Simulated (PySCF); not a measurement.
OZr, singlet, at a GFN2-xTB geometry (such geometries of metal compounds can be far from the true shape) (core potentials on Zr); DF-R2SCAN/def2-TZVP (PySCF).

Input for PySCF:
```python
from pyscf import gto, scf, dft

mol = gto.Mole()
mol.atom = '''
    Zr   -0.000000   -0.000000   -0.291967
    O     0.000000    0.000000    1.459834
'''
mol.basis = 'def2-tzvp'
mol.ecp = {'Zr': 'def2-tzvp'}
mol.charge = 0
mol.spin = 0
mol.verbose = 4
mol.build()

mf = dft.RKS(mol)
mf.xc = 'r2scan'
mf = mf.density_fit(auxbasis='def2-universal-jkfit')
mf.kernel()
```

The log (banner, timings and long lists left out):

```
PySCF version 2.14.0

[INPUT] verbose = 4
[INPUT] num. atoms = 2
[INPUT] num. electrons = 20
[INPUT] charge = 0
[INPUT] spin (= nelec alpha-beta = 2S) = 0
[INPUT] symmetry False subgroup None
[INPUT] Mole.unit = angstrom
[INPUT] Symbol           X                Y                Z      unit          X                Y                Z       unit  Magmom
[INPUT]  1 Zr     0.000000000000   0.000000000000  -0.291967000000 AA    0.000000000000   0.000000000000  -0.551737667411 Bohr   0.0
[INPUT]  2 O      0.000000000000   0.000000000000   1.459834000000 AA    0.000000000000   0.000000000000   2.758686447328 Bohr   0.0

nuclear repulsion = 28.9993054281394
number of shells = 25
number of NR pGTOs = 106
number of NR cGTOs = 71
basis = def2-tzvp
ecp = {'Zr': 'def2-tzvp'}

******** <class 'pyscf.df.df_jk.DFRKS'> ********
method = DFRKS
initial guess = minao
damping factor = 0
level_shift factor = 0
DIIS = <class 'pyscf.scf.diis.CDIIS'>
diis_start_cycle = 1
diis_space = 8
diis_damp = 0
SCF conv_tol = 1e-09
SCF conv_tol_grad = None
SCF max_cycles = 50
direct_scf = False
XC library pyscf.dft.libxc version 7.1.2
    S. Lehtola, C. Steigemann, M. J. T. Oliveira, and M. A. L. Marques,  SoftwareX 7, 1–5 (2018)
XC functionals = r2scan
    J. W. Furness, A. D. Kaplan, J. Ning, J. P. Perdew, and J. Sun,  J. Phys. Chem. Lett. 11, 8208–8215 (2020)
    J. W. Furness, A. D. Kaplan, J. Ning, J. P. Perdew, and J. Sun,  J. Phys. Chem. Lett. 11, 9248–9248 (2020)
    J. W. Furness, A. D. Kaplan, J. Ning, J. P. Perdew, and J. Sun,  J. Phys. Chem. Lett. 11, 8208–8215 (2020)
    J. W. Furness, A. D. Kaplan, J. Ning, J. P. Perdew, and J. Sun,  J. Phys. Chem. Lett. 11, 9248–9248 (2020)
radial grids:
    Treutler-Ahlrichs [JCP 102, 346 (1995); DOI:10.1063/1.469408] (M4) radial grids

becke partition: Becke, JCP 88, 2547 (1988); DOI:10.1063/1.454033
pruning grids: <function nwchem_prune>
grids dens level: 3
symmetrized grids: False
atomic radii adjust function: <function treutler_atomic_radii_adjust>
small_rho_cutoff = 0
Set gradient conv threshold to 3.16228e-05
Initial guess from minao.
tot grids = 36472
init E= -116.846876292246

WARN: HOMO -0.478289397497681 == LUMO -0.478288838523365

cycle= 1 E= -121.819884757348  delta_E= -4.97  |g|= 1.14  |ddm|= 4.67
  HOMO = 0.00560329016666117  LUMO = 0.0394656546633453  gap/eV = 0.92144
cycle= 2 E= -121.442917453298  delta_E= 0.377  |g|= 1.75  |ddm|=  3.5
  HOMO = -0.120642744164133  LUMO = -0.0843304748556406  gap/eV = 0.98811
cycle= 3 E= -122.112205818595  delta_E= -0.669  |g|= 0.759  |ddm|= 2.92
  HOMO = -0.157815139017906  LUMO = -0.144248101482505  gap/eV = 0.36918
cycle= 4 E= -122.197510367467  delta_E= -0.0853  |g|= 0.517  |ddm|= 0.847
  HOMO = -0.168700169034469  LUMO = -0.149257735181374  gap/eV = 0.52906
cycle= 5 E= -122.248886634237  delta_E= -0.0514  |g|= 0.0517  |ddm|= 0.252
  HOMO = -0.174432874088173  LUMO = -0.156428509599871  gap/eV = 0.48992
cycle= 6 E= -122.249541068662  delta_E= -0.000654  |g|= 0.0157  |ddm|= 0.128
  HOMO = -0.17575037880678  LUMO = -0.157975494709209  gap/eV = 0.48368
cycle= 7 E= -122.249592464792  delta_E= -5.14e-05  |g|= 0.00372  |ddm|= 0.0334
  HOMO = -0.175625671929891  LUMO = -0.157852015800771  gap/eV = 0.48365
cycle= 8 E= -122.249596168907  delta_E= -3.7e-06  |g|= 0.00182  |ddm|= 0.0116
  HOMO = -0.175486824231631  LUMO = -0.157597658306739  gap/eV = 0.48679
cycle= 9 E= -122.24959697916  delta_E= -8.1e-07  |g|= 0.000168  |ddm|= 0.00256
  HOMO = -0.175436508639787  LUMO = -0.157528426378817  gap/eV = 0.48730
cycle= 10 E= -122.249596988389  delta_E= -9.23e-09  |g|= 4.63e-05  |ddm|= 0.000959
  HOMO = -0.175437653241581  LUMO = -0.157532618045376  gap/eV = 0.48722
cycle= 11 E= -122.249596988992  delta_E= -6.02e-10  |g|= 5.96e-06  |ddm|= 0.000144
  HOMO = -0.175437866446043  LUMO = -0.157532829860053  gap/eV = 0.48722
Extra cycle  E= -122.249596988826  delta_E= 1.66e-10  |g|= 2.91e-05  |ddm|= 2.68e-05
converged SCF energy = -122.249596988826
```
